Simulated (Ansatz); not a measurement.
`C=C([SiH3])C[SiH3]` and `C=C(O)[SiH3]` differ in one atom or group.

Ansatz, PBE0-D4/def2-TZVP geometries, multiplicity 1. Each molecule was computed in one conformer, which needn't be the lowest.

```tsv
property	`C=C([SiH3])C[SiH3]`
HOMO–LUMO gap (PBE/def2-TZVPP) / eV	4.87
ideal-gas entropy at 298 K and 1 bar (rigid rotor, harmonic PBE0-D4/def2-TZVP) / J/(mol·K)	373
HOMO energy (ωB97M-V/def2-TZVPP) / eV	-9.54
LUMO energy (PBE0/def2-TZVPP) / eV	-0.45
HOMO–LUMO gap (PBE0/def2-TZVPP) / eV	6.91
LUMO energy (PBE/def2-TZVPP) / eV	-1.43
```

Q: What does the change do to each property? (Estimate.)

A: Computed: 
| property | `C=C(O)[SiH3]` | shift |
| --- | --- | --- |
| HOMO–LUMO gap (PBE/def2-TZVPP) / eV | 4.77 | -0.10 |
| ideal-gas entropy at 298 K and 1 bar (rigid rotor, harmonic PBE0-D4/def2-TZVP) / J/(mol·K) | 322 | -51 |
| HOMO energy (ωB97M-V/def2-TZVPP) / eV | -9.17 | 0.37 |
| LUMO energy (PBE0/def2-TZVPP) / eV | -0.01 | 0.44 |
| HOMO–LUMO gap (PBE0/def2-TZVPP) / eV | 6.92 | 0.01 |
| LUMO energy (PBE/def2-TZVPP) / eV | -0.97 | 0.46 |

The zero-point energy changes by -101.6 kJ/mol with -15 modes. Modes under 60 cm⁻¹, often nearly free rotors, make the harmonic entropy too high.
